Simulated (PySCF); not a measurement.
## Stretching AgS

Set-up: basis Ag cc-pVDZ-PP with ECP28, S cc-pV(D+d)Z; scalar-relativistic core potentials; PySCF 2.14. Energies in eV from Ag (4d10 5s1) + S in their ground configurations at the same level. All curves are PBE0. state 1: ²Π (doublet), unpaired electrons π ↑; state 2: ²Σ⁺ (doublet), unpaired electrons σ ↑, a second solution, started from another occupation; state 3: ⁴Σ⁻ (quartet), unpaired electrons σ ↑, π ↑↑, a second solution, started from another occupation.

| R (Å) | state 1 | state 2 | state 3 |
| --- | --- | --- | --- |
| 1.978 | -1.428 | -0.2200 | 0.7838 |
| 2.070 | -1.894 | -0.6165 | 0.2887 |
| 2.162 | -2.141 | -0.8036 | 0.0017 |
| 2.231 | -2.223 | -0.8515 | -0.1231 |
| 2.300 | -2.243 | -0.8454 | -0.1960 |
| 2.369 | -2.216 | -0.8012 | -0.2337 |
| 2.461 | -2.129 | -0.7029 | -0.2499 |
| 2.576 | -1.966 | -0.5424 | -0.2415 |
| 2.714 | -1.729 | -0.3234 | -0.2162 |
| 2.898 | -1.390 | -0.0220 | -0.1803 |

Q: Put a parabola through the three lowest points of the state 1 curve and estimate Re, k and ωe (reduced mass 24.61 u; 1 eV/Å² = 0.16022 mdyn/Å; ωe = 1302.8·√(k/μ) cm⁻¹).

A: Through R = 2.231, 2.3, 2.369 Å the second-order coefficient is 4.94 eV/Å², so Re ≈ 2.295 Å, k ≈ 1.58 mdyn/Å and ωe ≈ 330 cm⁻¹. A polynomial fit of higher order to the unrounded PBE0 energies gives Re = 2.291 Å, k = 1.62 mdyn/Å, ωe = 334 cm⁻¹; anharmonicity and rounding make the difference.

The higher-order fit for each curve: state 1: Re = 2.291 Å, ωe = 334 cm⁻¹, De = 2.24 eV; state 2: Re = 2.255 Å, ωe = 332 cm⁻¹, minimum 0.85 eV below the ground-state fragments; state 3: Re = 2.475 Å, ωe = 156 cm⁻¹, minimum 0.250 eV below the ground-state fragments.

These are scalar-relativistic numbers at best; spin–orbit coupling would shift them, the dissociation energy most. Counting both spins, an empty level lies below a filled one in some of these solutions, because spin and occupation are held. With d or f electrons several states lie close, and the lowest PBE0 determinant need not be the measured ground state.
